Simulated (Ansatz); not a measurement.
Reaction (homolysis of the Ge–N bond): `CO[SiH2][NH][GeH3]` → `[GeH3]`• + `CO[SiH2][NH]`•

Computed with Ansatz on PBE0-D4/def2-TZVP structures; ΔE is electronic, products minus reactants. CCSD(T)/CBS adds triple-zeta CCSD(T) − MP2 to the extrapolated MP2 energy (def2 sets, frozen cores). Functionals use def2-TZVPP. B3LYP here is the variant with VWN-RPA as its local correlation; programs differ in this. Open shells (•) are unrestricted, without spin–orbit coupling. For Ge outer-core shells are correlated without core-valence functions, which leaves a few kJ/mol of doubt a bond. Scalar relativity is left out up to krypton. One conformer a species, not always the lowest.

```json
{"level": "PBE-D4", "ΔE (kJ/mol)": "386.7", "difference from CCSD(T)/CBS": "-29.2"}
{"level": "r2SCAN-D4", "ΔE (kJ/mol)": "376.1", "difference from CCSD(T)/CBS": "-39.8"}
{"level": "PBE0-D4", "ΔE (kJ/mol)": "390.4", "difference from CCSD(T)/CBS": "-25.5"}
{"level": "B3LYP-D4", "ΔE (kJ/mol)": "382.9", "difference from CCSD(T)/CBS": "-33.0"}
{"level": "ωB97X-V", "ΔE (kJ/mol)": "406.1", "difference from CCSD(T)/CBS": "-9.8"}
{"level": "ωB97M-V", "ΔE (kJ/mol)": "400.3", "difference from CCSD(T)/CBS": "-15.6"}
{"level": "B2PLYP", "ΔE (kJ/mol)": "390.7", "difference from CCSD(T)/CBS": "-25.2"}
{"level": "PBE", "ΔE (kJ/mol)": "376.9", "difference from CCSD(T)/CBS": "-39.0"}
{"level": "r2SCAN", "ΔE (kJ/mol)": "373.4", "difference from CCSD(T)/CBS": "-42.5"}
{"level": "PBE0", "ΔE (kJ/mol)": "381.7", "difference from CCSD(T)/CBS": "-34.2"}
{"level": "B3LYP", "ΔE (kJ/mol)": "367.2", "difference from CCSD(T)/CBS": "-48.7"}
{"level": "HF/def2-TZVPP", "ΔE (kJ/mol)": "284.2", "difference from CCSD(T)/CBS": "-131.7"}
{"level": "MP2/def2-TZVPP", "ΔE (kJ/mol)": "432.7", "difference from CCSD(T)/CBS": "16.8"}
{"level": "SCS-MP2/def2-TZVPP", "ΔE (kJ/mol)": "422.0", "difference from CCSD(T)/CBS": "6.1"}
{"level": "CCSD/def2-TZVPP", "ΔE (kJ/mol)": "394.3", "difference from CCSD(T)/CBS": "-21.6"}
{"level": "CCSD(T)/def2-TZVPP", "ΔE (kJ/mol)": "404.3", "difference from CCSD(T)/CBS": "-11.6"}
{"level": "HF/def2-QZVPP", "ΔE (kJ/mol)": "283.8", "difference from CCSD(T)/CBS": "-132.1"}
{"level": "MP2/def2-QZVPP", "ΔE (kJ/mol)": "439.3", "difference from CCSD(T)/CBS": "23.4"}
{"level": "SCS-MP2/def2-QZVPP", "ΔE (kJ/mol)": "429.0", "difference from CCSD(T)/CBS": "13.1"}
{"level": "HF/CBS(def2)", "ΔE (kJ/mol)": "283.8", "difference from CCSD(T)/CBS": "-132.1"}
{"level": "MP2/CBS(def2)", "ΔE (kJ/mol)": "444.3", "difference from CCSD(T)/CBS": "28.4"}
{"level": "CCSD/CBS(def2)", "ΔE (kJ/mol)": "405.9", "difference from CCSD(T)/CBS": "-10.0"}
{"level": "CCSD(T)/CBS", "ΔE (kJ/mol)": "415.9", "difference from CCSD(T)/CBS": "0"}
```

Largest T1 diagnostic among the species: 0.013.

The D4 term adds +15.7 kJ/mol with B3LYP and +8.6 kJ/mol with PBE0; it sums over pairs of atoms, weighted by their polarisabilities, and B3LYP, whose exchange is more repulsive, gets the larger term. In def2-TZVPP, CCSD(T) changes the Hartree–Fock value by +120.0 kJ/mol (the triples alone add +10.0 kJ/mol) and MP2 by +148.5 kJ/mol; breaking electron pairs costs correlation energy, which Hartree–Fock lacks.
